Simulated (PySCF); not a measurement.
**How methods differ on the excitation energy of B+**

B+ [He] 2s2 (1S) → B+ [He] 2s1 3d1 (3D), as a difference of total energies. Calculation: PySCF 2.14, in dyall-acv3z (15s9p4d2f, 76 functions); no relativity, point nucleus. Correlated levels: valence and next inner shell: nothing frozen; virtual orbitals above 40 to 60 times the deepest correlated orbital energy dropped. The calculations carry no spin-orbit coupling.

| method | excitation energy (eV) |
| --- | --- |
| UHF | 17.246 |
| MP2 (valence and next inner shell) | 18.228 |
| SCS-MP2 (valence and next inner shell) | 18.490 |
| CCSD (valence and next inner shell) | 18.713 |
| CCSD(T) (valence and next inner shell) | 18.725 |

Q: How much does correlation contribute at CCSD(T) (valence and next inner shell)?

A: 18.725 − (17.246) = 1.479 eV, measured against UHF.

The promoted electron is Rydberg-like, and one or two diffuse shells describe it only roughly, which tends to raise the upper state.
